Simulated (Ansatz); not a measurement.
```yaml
crystal:
  periodic: [false, false, false]
  atoms:
    - {symbol: C, position_ang: [-1.270572, 1.335354, 0.193022]}
    - {symbol: In, position_ang: [0.288860, 1.764010, 1.752549]}
    - {symbol: Ge, position_ang: [1.137473, -1.399814, -0.353612]}
    - {symbol: H, position_ang: [-0.863106, 1.385321, -0.822820]}
    - {symbol: H, position_ang: [-2.071530, 2.079961, 0.263817]}
    - {symbol: H, position_ang: [-1.727321, 0.347869, 0.323452]}
    - {symbol: H, position_ang: [1.550968, -0.387737, 0.741338]}
    - {symbol: H, position_ang: [-0.170766, -2.077488, 0.067223]}
    - {symbol: H, position_ang: [0.954220, -0.654904, -1.679459]}
    - {symbol: H, position_ang: [2.254773, -2.443870, -0.482610]}
basis:
  gaussian: {orbitals: ANO-RCC-VTZP}
hamiltonian: {xc: {name: r2SCAN50}, dispersion: d3bj}
scf: {lower_state_search: full}
output: {forces: true}
```

```sh
$ ansatz run in.yaml --threads 4 --pin off --events-out ev --progress --plain --max-ram 10444MiB
```

Shortened log:

```
Warning: the engine holds no damping parameters fitted to this dispersion correction and functional, so the run takes those fitted to r2scan50 beside the three-body term, which d3bj leaves out (hamiltonian.dispersion, under Limitations)
Functional definition: r2SCAN50
2066 factors; their error is unknown
mean field evaluation 1: about -218280.3990 eV, gradient 4.7e1 eV
mean field evaluation 2: about -218279.5023 eV, gradient 4.9e1 eV
mean field evaluation 4: about -218285.9816 eV, gradient 1.9e0 eV
mean field evaluation 8: about -218285.9887 eV, gradient 8.6e-2 eV
mean field evaluation 16: about -218286.6710 eV, gradient 5.2e-4 eV
mean field -218286.67097696 eV, -8021.8871983836 hartree, gradient 2.8e-5 eV, S^2 0.000000; 0 other end points of the search recorded, 0 dependent functions left out
reference -218286.67099948 eV, -8021.8871992112 hartree; 47, 47 occupied and 192, 192 virtual orbitals, 2066 factors
Total energy: -218286.75647410 eV, -8021.8903403455 hartree
Relativity: scalar
Atom 0 at    -1.270572     1.335354     0.193022 Å, force    -0.076239    -0.017109    -0.069334 eV/Å
Atom 1 at     0.288860     1.764010     1.752549 Å, force    -0.174544    -0.035304    -0.163738 eV/Å
Atom 2 at     1.137473    -1.399814    -0.353612 Å, force     0.002613    -0.001543     0.002886 eV/Å
Atom 3 at    -0.863106     1.385321    -0.822820 Å, force    -0.120991    -0.018398     0.303939 eV/Å
Atom 4 at    -2.071530     2.079961     0.263817 Å, force     0.240010    -0.225848    -0.023800 eV/Å
Atom 5 at    -1.727321     0.347869     0.323452 Å, force     0.140492     0.293836    -0.041861 eV/Å
Atom 6 at     1.550968    -0.387737     0.741338 Å, force    -0.101814    -0.261054    -0.281591 eV/Å
Atom 7 at    -0.170766    -2.077488     0.067223 Å, force     0.335950     0.180114    -0.108960 eV/Å
Atom 8 at     0.954220    -0.654904    -1.679459 Å, force     0.045004    -0.189469     0.345311 eV/Å
Atom 9 at     2.254773    -2.443870    -0.482610 Å, force    -0.290481     0.274775     0.037149 eV/Å
Dipole moment:     0.041895    -0.101907    -0.058459 e Å
```

Run time 22 s (4 threads of an Arm Neoverse V1 on a shared host); peak host memory 1.2 GiB.
